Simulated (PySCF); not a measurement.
```xyz
4
charge 0 multiplicity 2, angstrom
Mo    0.0633   -0.3313    0.0000
N     1.6054   -0.8040    0.0000
Cl   -0.4088    0.6309   -1.9874
Cl   -0.4088    0.6309    1.9874
```

Level of theory: UPBE0/[Mo def2-TZVP with ECP28, N def2-TZVP, Cl def2-TZVP], scalar-relativistic core potentials, density fitting, no spin–orbit coupling, PySCF.

This geometry of MoNCl2 is a stationary point at this level.

Problem. What is the point group?

Solution. Cs.

Problem. Is it a minimum?

Solution. Yes: all harmonic wavenumbers are real.

Problem. Which band is strongest in the infrared?

Solution. 449 cm⁻¹ (a''), 104 km/mol.

Problem. Give the ideal-gas entropy at 298.15 K and 1 bar by parts.

Solution. translation 173.7, rotation 115.5, vibration 41.8, spin 5.8; total 336.8 J/(mol K).

This need not be the most stable arrangement of these atoms. Other spin states or occupations of the open shell can lie lower.
